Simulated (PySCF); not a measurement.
**¹⁷O chemical shifts**

Single conformer, no relativistic terms, no solvent, equivalent nuclei averaged. GFN2-xTB structure; shieldings: GIAO PBE0/pcSseg-1; PySCF 2.14.

Shieldings were converted by a linear fit to measured shifts: ¹⁷O: δ = 266.70 − 0.911σ (rms 10.7 ppm, 155 shifts, 12.2 ppm with the 3 outliers that the fit left out vs liquid water, solution or neat liquid). Occasional misses reach two or three times the rms, and more in compound classes unlike the fitted ones.

Task: Give the ¹⁷O shifts of `C=C1CC[C@@H](NC=O)C1`, `C=CC(=C)C(=O)N(C)C`.

Result: 
```csv
compound,environment,δ (ppm)
C=C1CC[C@@H](NC=O)C1,amide-type carbonyl oxygen,333.7
C=CC(=C)C(=O)N(C)C,amide-type carbonyl oxygen,351.3
```

Task: Match the shifts 571.8, 443.2, 398.0, 334.3 ppm to `C#CCN(C)C(=O)CC`, `NC[C@@H]1CC=CC(=O)C1`, `CNc1ccsc1C=O`, `O=C(F)C#CC(=O)F`.

Result: 571.8: NC[C@@H]1CC=CC(=O)C1 (ketone oxygen); 443.2: CNc1ccsc1C=O (aldehyde oxygen); 398.0: O=C(F)C#CC(=O)F (carbonyl oxygen); 334.3: C#CCN(C)C(=O)CC (amide-type carbonyl oxygen).

In solution the two oxygens of a carboxylic acid give one averaged line by proton exchange, and hydrogen bonding shields acid and N–H amide carbonyl oxygens by tens of ppm; neither is in these numbers.
